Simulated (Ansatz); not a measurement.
C2H3B, SMILES `B1C=C1` (charge 0, multiplicity 1).

Cartesian coordinates (Å):
SMILES: B1C=C1
```xyz
6

B      0.9058    -0.0763    -0.3913
C     -0.3453     0.6797    -0.5178
C     -0.4391    -0.6137    -0.1564
H      2.0781    -0.1750    -0.4403
H     -0.9962     1.5206    -0.7066
H     -1.2033    -1.3353     0.0915
```
Charge 0, spin multiplicity 1.

Frozen-core energies in 6-31g from Ansatz (a first-principles code) at a geometry from B3LYP-D3(BJ)/def2-TZVP; the HF reference has <S^2> = 0.00 and the T1 diagnostic is 0.010.

```tsv
level	energy (Ha)
HF	-102.05264
MP2	-102.27159
CCSD	-102.29576
CCSD(T)	-102.30420
```

Task: Estimate the energies of CCSDT, CCSDT(Q) and CCSDTQ, and give each level's difference from CCSDTQ.

Result: 
| level | energy (Ha) | difference from CCSDTQ (mHa) |
|---|---|---|
| MP2 | -102.27159 | 33.66 |
| CCSD | -102.29576 | 9.50 |
| CCSD(T) | -102.30420 | 1.05 |
| CCSDT | -102.30471 | 0.54 |
| CCSDT(Q) | -102.30528 | -0.03 |
| CCSDTQ | -102.30525 | 0.00 |
